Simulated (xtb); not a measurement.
xtb input (GFN2-xTB):

```bash
xtb mol.xyz --gfn 2 --sp --chrg 0 --uhf 0
```
mol.xyz:
```
6

C     -1.14981457    -0.05477791    -0.04502006
Si     0.54785519     0.02610017     0.02145083
H     -1.76847219     0.83159725    -0.09957680
H     -1.68390593    -0.99607076    -0.03559828
H      1.39794796    -1.17454559     0.09584332
H      1.28334497     1.30228411     0.00914054
```

End of the output:

```
         :::::::::::::::::::::::::::::::::::::::::::::::::::::
         ::                     SUMMARY                     ::
         :::::::::::::::::::::::::::::::::::::::::::::::::::::
         :: total energy              -5.832960212000 Eh    ::
         :: gradient norm              0.069383819448 Eh/a0 ::
         :: HOMO-LUMO gap              2.948392757713 eV    ::
         ::.................................................::
         :: SCC energy                -5.932976976187 Eh    ::
         :: -> isotropic ES            0.011964131460 Eh    ::
         :: -> anisotropic ES          0.003509264822 Eh    ::
         :: -> anisotropic XC         -0.000650893964 Eh    ::
         :: -> dispersion             -0.002394243023 Eh    ::
         :: repulsion energy           0.100016764187 Eh    ::
         :: add. restraining           0.000000000000 Eh    ::
         :: total charge              -0.000000000000 e     ::
         :::::::::::::::::::::::::::::::::::::::::::::::::::::

           -------------------------------------------------
          |                Property Printout                |
           -------------------------------------------------

    * Orbital Energies and Occupations

         #    Occupation            Energy/Eh            Energy/eV
      -------------------------------------------------------------
         1        2.0000           -0.6843143             -18.6211
         2        2.0000           -0.5106778             -13.8963
         3        2.0000           -0.4409468             -11.9988
         4        2.0000           -0.4164853             -11.3331
         5        2.0000           -0.4058625             -11.0441
         6        2.0000           -0.3238884              -8.8135 (HOMO)
         7                         -0.2155369              -5.8651 (LUMO)
         8                         -0.1399632              -3.8086
         9                         -0.1238242              -3.3694
        10                         -0.1235770              -3.3627
        11                         -0.0661991              -1.8014
        12                          0.0222337               0.6050
        13                          0.2165300               5.8921
        14                          0.3255006               8.8573
Note: The following floating-point exceptions are signalling: IEEE_DENORMAL
normal termination of xtb
        15                          0.5827600              15.8577
        16                          0.7258943              19.7526
        17                          0.8467005              23.0399
      -------------------------------------------------------------
                  HL-Gap            0.1083514 Eh            2.9484 eV
             Fermi-level           -0.2697126 Eh           -7.3393 eV

     #   Z          covCN         q      C6AA      α(0)
     1   6 C        2.738    -0.262    35.123     9.703
     2  14 Si       2.719     0.369   180.709    29.523
     3   1 H        0.925     0.043     2.410     2.428
     4   1 H        0.925     0.043     2.410     2.428
     5   1 H        0.916    -0.097     5.448     3.651
     6   1 H        0.916    -0.097     5.448     3.651

 Mol. C6AA /au·bohr⁶  :        721.366711
 Mol. C8AA /au·bohr⁸  :      29233.863645
 Mol. α(0) /au        :         51.382983

Wiberg/Mayer (AO) data.
largest (>0.10) Wiberg bond orders for each atom

 ---------------------------------------------------------------------------
     #   Z sym  total        # sym  WBO       # sym  WBO       # sym  WBO
 ---------------------------------------------------------------------------
     1   6 C    3.916 --     2 Si   1.915     4 H    0.957     3 H    0.957
     2  14 Si   3.776 --     1 C    1.915     5 H    0.891     6 H    0.891
     3   1 H    0.998 --     1 C    0.957
     4   1 H    0.998 --     1 C    0.957
     5   1 H    0.991 --     2 Si   0.891
     6   1 H    0.991 --     2 Si   0.891
 ---------------------------------------------------------------------------

Topologies differ in total number of bonds
Writing topology from bond orders to xtbtopo.mol

molecular dipole:
                 x           y           z       tot (Debye)
 q only:        0.182       0.009       0.007
   full:        0.662       0.032       0.026       1.686
molecular quadrupole (traceless):
                xx          xy          yy          xz          yz          zz
 q only:       -0.765      -0.028      -0.219      -0.071       0.039       0.984
  q+dip:        1.764       0.078       0.184       0.149      -0.068      -1.949
   full:       -0.420      -0.034       0.286      -0.021      -0.006       0.134

           -------------------------------------------------
          | TOTAL ENERGY               -5.832960212000 Eh   |
          | GRADIENT NORM               0.069383819448 Eh/α |
          | HOMO-LUMO GAP               2.948392757713 eV   |
           -------------------------------------------------

------------------------------------------------------------------------
------------------------------------------------------------------------
 total:
 SCF:
```
